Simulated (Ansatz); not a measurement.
A first, cheap relaxation of C$_{2}$H$_{5}$ClOSi (`Cl[SiH]1CCO1`).

```yaml
crystal:
  periodic: [false, false, false]
  atoms:
    - {symbol: Cl, position_ang: [-2.427100, -1.134400, 0.211100]}
    - {symbol: Si, position_ang: [-1.152900, 0.446000, 0.163900]}
    - {symbol: C, position_ang: [0.324300, 0.130400, -0.863900]}
    - {symbol: C, position_ang: [1.011700, -0.394300, 0.479900]}
    - {symbol: O, position_ang: [-0.041200, 0.186300, 1.358800]}
    - {symbol: H, position_ang: [-1.745700, 1.821500, 0.180400]}
    - {symbol: H, position_ang: [0.307000, -0.611800, -1.642900]}
    - {symbol: H, position_ang: [0.900100, 1.038600, -1.235500]}
    - {symbol: H, position_ang: [1.955800, -0.033600, 0.750100]}
    - {symbol: H, position_ang: [0.951200, -1.499900, 0.601000]}
basis:
  gaussian: {orbitals: def2-SVP}
hamiltonian: {xc: pbe, dispersion: d4}
relax: {f_tol: 0.03, max_steps: 200}
```

```sh
$ ansatz run in.yaml --threads 4 --pin off --events-out ev --progress --plain --max-ram 10444MiB
```

It prints (some lines left out):

```
Functional definition: PBE
mean field -24580.14226467 eV, -903.3035672077 hartree, gradient 1.8e-5 eV, S^2 0.000000; 0 other end points of the search recorded, 0 dependent functions left out
relax step   1: F+E_penalty+E_count = -24580.38765704 eV  Δ(F+E_penalty+E_count) = +0.000e0 eV  max|allowed force component| = 4.375e0 eV/Å  Δτ_max = 0.0000 Å  (28 SCF iters, accepted)
mean field -24580.57816239 eV, -903.3195861535 hartree, gradient 1.4e-5 eV, S^2 0.000000; 0 other end points of the search recorded, 0 dependent functions left out
relax step   2: F+E_penalty+E_count = -24580.81879897 eV  Δ(F+E_penalty+E_count) = -4.311e-1 eV  max|allowed force component| = 1.052e0 eV/Å  Δτ_max = 0.1945 Å  (30 SCF iters, accepted)
mean field -24580.62113447 eV, -903.3211653483 hartree, gradient 2.4e-5 eV, S^2 0.000000; 0 other end points of the search recorded, 0 dependent functions left out
relax step   3: F+E_penalty+E_count = -24580.86111156 eV  Δ(F+E_penalty+E_count) = -4.231e-2 eV  max|allowed force component| = 5.983e-1 eV/Å  Δτ_max = 0.0676 Å  (30 SCF iters, accepted)
mean field -24580.62407303 eV, -903.3212733386 hartree, gradient 1.9e-5 eV, S^2 0.000000; 0 other end points of the search recorded, 0 dependent functions left out
relax step   4: F+E_penalty+E_count = -24580.86334778 eV  Δ(F+E_penalty+E_count) = -2.236e-3 eV  max|allowed force component| = 5.020e-1 eV/Å  Δτ_max = 0.1109 Å  (30 SCF iters, accepted)
mean field -24580.64576326 eV, -903.3220704397 hartree, gradient 2.1e-5 eV, S^2 0.000000; 0 other end points of the search recorded, 0 dependent functions left out
relax step   5: F+E_penalty+E_count = -24580.88424219 eV  Δ(F+E_penalty+E_count) = -2.089e-2 eV  max|allowed force component| = 1.074e-1 eV/Å  Δτ_max = 0.0618 Å  (30 SCF iters, accepted)
mean field -24580.64988182 eV, -903.3222217939 hartree, gradient 2.3e-5 eV, S^2 0.000000; 0 other end points of the search recorded, 0 dependent functions left out
relax step   6: F+E_penalty+E_count = -24580.88802149 eV  Δ(F+E_penalty+E_count) = -3.779e-3 eV  max|allowed force component| = 1.106e-1 eV/Å  Δτ_max = 0.0361 Å  (29 SCF iters, accepted)
mean field -24580.65386569 eV, -903.3223681987 hartree, gradient 1.8e-5 eV, S^2 0.000000; 0 other end points of the search recorded, 0 dependent functions left out
relax step   7: F+E_penalty+E_count = -24580.89101196 eV  Δ(F+E_penalty+E_count) = -2.990e-3 eV  max|allowed force component| = 1.102e-1 eV/Å  Δτ_max = 0.0782 Å  (29 SCF iters, accepted)
mean field -24580.64826821 eV, -903.3221624950 hartree, gradient 2.3e-5 eV, S^2 0.000000; 0 other end points of the search recorded, 0 dependent functions left out
relax step   8: F+E_penalty+E_count = -24580.88602357 eV  Δ(F+E_penalty+E_count) = +4.988e-3 eV  max|allowed force component| = 1.813e-1 eV/Å  Δτ_max = 0.0445 Å  (30 SCF iters, rejected (line search))
mean field -24580.65426985 eV, -903.3223830511 hartree, gradient 2.4e-5 eV, S^2 0.000000; 0 other end points of the search recorded, 0 dependent functions left out
relax step   9: F+E_penalty+E_count = -24580.89191805 eV  Δ(F+E_penalty+E_count) = -9.061e-4 eV  max|allowed force component| = 5.509e-2 eV/Å  Δτ_max = 0.0223 Å  (30 SCF iters, accepted)
mean field -24580.65468414 eV, -903.3223982759 hartree, gradient 2.4e-5 eV, S^2 0.000000; 0 other end points of the search recorded, 0 dependent functions left out
relax step  10: F+E_penalty+E_count = -24580.89218699 eV  Δ(F+E_penalty+E_count) = -2.689e-4 eV  max|allowed force component| = 1.130e-2 eV/Å  Δτ_max = 0.0053 Å  (31 SCF iters, accepted)
mean field -24580.65468414 eV, -903.3223982759 hartree, gradient 2.7e-5 eV, S^2 0.000000; 1 other end points of the search recorded, 0 dependent functions left out
Total energy: -24580.89221952 eV, -903.3311275402 hartree
Atom 0 at    -2.750800    -0.867298    -0.022635 Å, force    -0.002385    -0.001187     0.000015 eV/Å
Atom 1 at    -1.129609     0.413645     0.208446 Å, force     0.011301    -0.005357    -0.001845 eV/Å
Atom 2 at     0.380607     0.044994    -0.862223 Å, force     0.004356     0.003431    -0.002748 eV/Å
Atom 3 at     1.014756    -0.347456     0.502041 Å, force    -0.003287     0.000706     0.002530 eV/Å
Atom 4 at    -0.060184    -0.044827     1.445344 Å, force    -0.002046     0.001086    -0.008916 eV/Å
Atom 5 at    -1.705114     1.788366     0.352352 Å, force     0.002496     0.001525     0.002549 eV/Å
Atom 6 at     0.281559    -0.781772    -1.590729 Å, force    -0.001465     0.000670     0.002990 eV/Å
Atom 7 at     0.855048     0.915099    -1.356751 Å, force    -0.006787    -0.002286     0.004294 eV/Å
Atom 8 at     1.913795     0.252325     0.760212 Å, force    -0.000431     0.001963    -0.000913 eV/Å
Atom 9 at     1.283142    -1.424276     0.566844 Å, force    -0.001752    -0.000552     0.002045 eV/Å
Dipole moment:     0.311158     0.136935    -0.333006 e Å
```

Run time 13 s (4 threads of an Arm Neoverse V1 on a shared host); peak host memory 0.16 GiB.
